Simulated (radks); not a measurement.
Question: Spherical quantum dot in the effective-mass picture: electrons in a hard-walled sphere of radius 8.67, all in effective atomic units (hartree* = m*/eps^2 hartree, bohr* = eps/m* bohr), one dielectric constant everywhere. Method: non-relativistic Kohn-Sham, LDA (Slater exchange, Perdew-Wang correlation), spin-polarised, spherical densities; computed with a radial shooting solver with Libxc functionals. Levels are named by radial order and angular momentum (1s, 1p, 1d, 2s, ...), and open shells are averaged over m. At N = 6 the configuration is 1s2 1p(up 3, down 1). Does electron 7 go into 1p down or 1d up or 1d down?

Answer: Into 1p down. The total energies of the other choices lie higher by 0.0463 hartree* (1d up), 0.0628 hartree* (1d down).
